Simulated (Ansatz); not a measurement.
Computed with Ansatz on PBE0-D4/def2-TZVP structures; ΔE is electronic, products minus reactants. CCSD(T)/CBS is the MP2 limit (def2-TZVPP, def2-QZVPP) plus CCSD(T) − MP2 in def2-TZVPP, frozen cores. This one scheme is used for every species. DFT in def2-TZVPP. B3LYP here is the variant with VWN-RPA as its local correlation; programs differ in this. For Se outer-core shells are correlated without core-valence functions, which leaves a few kJ/mol of doubt a bond. Scalar relativity is left out up to krypton. One conformer a species, not always the lowest.

Reaction (ligand exchange at the Al–O bond): `B[O][Al]([Cl])[Cl]` + H₂Se → `[Cl][Al]([Cl])[SeH]` + `BO`

`B[O][Al]([Cl])[Cl]`:

Cartesian coordinates in Å:
```
B 0.341 0.070 -1.563
O 0.057 -0.002 -0.257
Al -0.298 -0.064 1.365
Cl 1.148 -0.695 2.704
Cl -2.180 0.490 2.022
H 0.786 1.092 -2.012
H 0.146 -0.890 -2.259
```

H₂Se:

Z-matrix (Å, degrees):
```
Se
H 1 1.467
H 1 1.467 2 91.2
```

`[Cl][Al]([Cl])[SeH]`:

Cartesian coordinates in Å:
```
Cl -0.007 1.167 -1.839
Al 0.530 -0.029 -0.223
Cl 2.475 -0.744 -0.072
Se -0.977 -0.585 1.409
H -2.022 0.191 0.725
```

`BO`:

```xyz
5

B    -0.040    0.403   -0.115
O     0.312   -0.623    0.685
H     0.199    1.505    0.284
H    -0.569    0.200   -1.174
H     0.099   -1.485    0.320
```

CCSD(T)/CBS gives +6.4 kJ/mol.

(1) Another level gave -0.6 kJ/mol. Which?
A. PBE0/def2-TZVPP
B. B3LYP/def2-TZVPP
C. CAM-B3LYP/def2-TZVPP
D. r2SCANh/def2-TZVPP

Largest T1 diagnostic among the species: 0.014.

Answers

(1) A. PBE0 -0.6, B3LYP 15.3, r2SCANh 7.4, CAM-B3LYP 20.0 kJ/mol.

Leaving LDA and LC-ωPBE aside and taking each functional with its dispersion term where it has one, the values, not all of them listed here, spread over 23.2 kJ/mol, from PBE-D4 to CAM-B3LYP-D4. At CCSD(T), def2-SVP lies +5.7 kJ/mol from the extrapolated value and def2-TZVPP +3.6 kJ/mol. In def2-TZVPP, CCSD(T) changes the Hartree–Fock value by −15.6 kJ/mol (the triples alone add −3.6 kJ/mol) and MP2 by −19.4 kJ/mol.
